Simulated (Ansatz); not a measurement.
The cluster TaO4H3, relaxed as a singlet with RKS PBE-D4/def2-SVP in Ansatz, starting from the GFN1-xTB geometry. Force threshold 0.02 eV/Å.

In the def2 sets Ta takes a core potential; there is no spin–orbit coupling. The structure holds one bond between oxygen atoms, so isomers without such links may lie far lower. The restricted singlet is unstable towards broken spin symmetry in Hartree–Fock (as tested in another run); at PBE-D4/def2-SVP this wasn't settled. No other spin state of charge 0 was run. Another isomer (singlet) lies 0.10 eV lower at PBE0-D4/def2-TZVP; other spin states weren't run for this one.

Start:

Cartesian coordinates in Å:
```
Ta 0.2539 -0.0265 -0.0267
O -0.6177 0.9423 1.2331
O 1.6065 -1.1871 -0.3609
O -1.1080 -0.7571 -0.9771
O 1.8664 -0.3392 0.7399
H -1.6873 -1.2927 -1.5185
H -0.9490 1.4229 1.9911
H 0.6351 1.2373 -1.0810
```

(1) Estimate the energy that the relaxation releases and the steps that it takes.

(2) Does the start keep its bonding?

(3) Predict the relaxed structure.

## Answers

(1) 26.2 kcal/mol, in 9 steps; 12 s on 4 threads of Arm Neoverse V1 on a shared host. No frequencies were taken in this run, so the end may be a saddle point.

(2) By distances, no bond broke or formed. The bond that changes most is Ta1–O3, from 1.81 to 1.93 Å (atoms count from 1).

(3) 
```tsv
atom	x (Å)	y (Å)	z (Å)
Ta1	0.1882	0.1925	-0.1730
O2	-0.6825	1.1443	1.2307
O3	1.3976	-1.3047	-0.2917
O4	-1.2048	-0.6768	-1.1451
O5	1.7136	-0.3675	0.8611
H6	-1.4643	-1.5817	-1.3880
H7	-0.7393	1.1577	2.2006
H8	0.7914	1.4362	-1.2945
```
Bond lengths: 4 × O–Ta 1.91 to 1.93 Å; 1 × O–O 1.52 Å; 2 × H–O 0.97 Å; 1 × H–Ta 1.78 Å.
